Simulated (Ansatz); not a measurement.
The cluster Al₄. Charge 0, multiplicity 3. Geometry r2SCAN-D4/def2-TZVP; atoms count from 1.

Cartesian coordinates in Å:
```
Al 0.2007 -0.8117 -1.1372
Al 0.0309 -1.7177 1.2316
Al -0.2015 0.8117 1.1371
Al -0.0301 1.7177 -1.2315
```

The structure comes from a short search, and lower isomers may exist.

**Question.** Estimate the Mulliken populations from the PBE0/def2-TZVP orbitals of Ansatz.

**Answer.** 
| atom | charge (e) | spin (α − β) |
| --- | --- | --- |
| Al1 | -0.05 | 0.71 |
| Al2 | 0.05 | 0.29 |
| Al3 | -0.05 | 0.71 |
| Al4 | 0.05 | 0.29 |
Mulliken values and Mayer orders depend strongly on the basis.

**Question.** Where does the spin sit?

**Answer.** Summed by element: Al 2.00, of 2 unpaired in all. Largest on single atoms: Al1 0.71, Al3 0.71, Al2 0.29.

**Question.** And the Mayer bond orders between bonded heavy atoms (over 0.3)?

**Answer.** Al1–Al2 0.86 (2.54 Å); Al1–Al3 0.80 (2.82 Å); Al1–Al4 0.86 (2.54 Å); Al2–Al3 0.86 (2.54 Å); Al3–Al4 0.86 (2.54 Å). Values over 0.3 also appear between atoms too far apart for a bond (Al2–Al4 0.56 at 4.23 Å); they arise where an orbital or an unpaired electron spreads over both atoms.
